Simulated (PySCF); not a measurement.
Isomers of C3H2ClF5, one GFN2-xTB conformer each. Single-point energies are computed at PBE0/pcSseg-1 (PySCF, gas phase, no added dispersion term), electronic only.

```csv
SMILES,GFN2-xTB relative energy (kcal/mol)
FC(F)(F)CC(F)(F)Cl,0.0
FC(F)(F)C(F)(F)CCl,10.2
```

Conformers: `[F:1][C:2]([F:3])([F:4])[CH2:5][C:6]([F:7])([F:8])[Cl:9]` with C2–C5–C6–F7 179°; `[F:1][C:2]([F:3])([F:4])[C:5]([F:6])([F:7])[CH2:8][Cl:9]` with C2–C5–C8–Cl9 -56°.

Task: What does PBE0/pcSseg-1 give for the same structures?

Result: 
```tsv
SMILES	PBE0/pcSseg-1 E (Eh)	PBE0/pcSseg-1 (kcal/mol)	GFN2-xTB (kcal/mol)	point group
FC(F)(F)CC(F)(F)Cl	-1074.13270	0.0	0.0	C1
FC(F)(F)C(F)(F)CCl	-1074.12161	7.0	10.2	C1
```

Both levels put the same isomer lowest. 

Task: Which frontier levels, dipoles and rotational constants go with these structures?

Result: 
| SMILES | HOMO (eV, PBE0/pcSseg-1) | LUMO (eV) | dipole (D) | A, B, C (MHz) |
| --- | --- | --- | --- | --- |
| FC(F)(F)CC(F)(F)Cl | -9.71 | 0.07 | 1.90 | 2182, 970.6, 865.8 |
| FC(F)(F)C(F)(F)CCl | -9.26 | -0.01 | 2.04 | 1869, 1187, 986.0 |
